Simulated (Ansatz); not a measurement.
A nudged elastic band was laid between two geometries of C₃H₆NSb (11 atoms, charge 0, multiplicity 1).

All numbers below come from Ansatz 0.2.0, RKS PBE0-D4/def2-SVP.

- movable images: 7
- climbing image: yes
- spring: 5.0 eV/Å²
- optimiser: quadratic models (default)
- start path: through a guess of the saddle point
- force threshold: 0.03 eV/Å
- iteration limit: 60
- end points: relaxed

Initial state:

```xyz
11
Properties=species:S:1:pos:R:3
C -2.532 0.928 0.417
C -1.320 0.821 0.499
Sb 0.783 0.717 0.745
C 1.117 0.285 -1.344
N 0.963 -1.248 1.297
H -3.601 1.017 0.338
H 0.849 1.162 -1.950
H 0.497 -0.571 -1.646
H 2.180 0.044 -1.490
H 0.863 -1.365 2.304
H 0.267 -1.846 0.851
```

Final state:

```xyz
11
Properties=species:S:1:pos:R:3
C -2.534 0.924 0.420
C -1.322 0.821 0.498
Sb 0.782 0.720 0.742
C 1.118 0.285 -1.345
N 0.963 -1.246 1.295
H -3.604 1.008 0.344
H 0.870 1.167 -1.952
H 0.486 -0.559 -1.653
H 2.177 0.027 -1.485
H 0.264 -1.842 0.852
H 0.865 -1.361 2.303
```

(1) Which bonds break or form, and what moves?

(2) Give the energies along the band, and the barrier.

(3) What is the geometry of the highest image?

(4) What are the harmonic wavenumbers there?

Answers

(1) No bond is made or broken. The height of N5 over the plane of its neighbours goes from 0.39 to -0.39 Å. The two ends are copies of one structure, up to a mirror image or an exchange of like atoms. The height can change sign by an inversion or by a turn that exchanges like atoms.

(2) The forces met the threshold. The highest image is number 5 of 0 to 8, 0.177 eV above the ends, which have the same energy within 2 meV. A vibrational analysis at the climbing image gives one clearly imaginary mode, 231i cm⁻¹: a first-order saddle point.

| image | path coordinate (Å) | energy (eV) | height of N5 over the plane of its neighbours (Å) |
| --- | --- | --- | --- |
| 0 | 0.00 | 0.000 | 0.39 |
| 1 | 0.54 | 0.065 | 0.21 |
| 2 | 1.08 | 0.091 | -0.36 |
| 3 | 1.61 | 0.103 | -0.38 |
| 4 | 2.15 | 0.146 | -0.42 |
| 5 | 2.69 | 0.177 | -0.44 |
| 6 | 3.29 | 0.129 | -0.43 |
| 7 | 3.89 | 0.037 | -0.40 |
| 8 | 4.49 | 0.000 | -0.39 |

(3) 
```xyz
11
Properties=species:S:1:pos:R:3:forces:R:3
C -2.552 0.899 0.413 0.00 0.00 0.00
C -1.339 0.826 0.503 0.00 0.00 0.00
Sb 0.752 0.805 0.780 0.00 0.00 0.00
C 1.149 0.255 -1.287 0.00 0.00 0.00
N 0.818 -1.103 1.595 0.00 0.00 0.00
H -3.623 0.956 0.325 0.00 0.00 0.00
H 0.913 1.105 -1.943 0.00 0.00 0.00
H 0.528 -0.607 -1.567 0.00 0.00 0.00
H 2.214 0.005 -1.398 0.00 0.00 0.00
H 1.337 -1.722 0.969 0.00 0.00 0.00
H -0.132 -1.476 1.630 0.00 0.00 0.00
```

(4) 231i, 103, 120, 129, 182, 286, 312, 439, 511, 543, 692, 712, 740, 757, 778, 892, 1210, 1426, 1428, 1539, 2134, 3065, 3183, 3198, 3471, 3517, 3618 cm⁻¹.

Time of the run: 9.1 min on 2 threads of Arm Neoverse V2, on a shared host, peak memory 0.27 GiB.
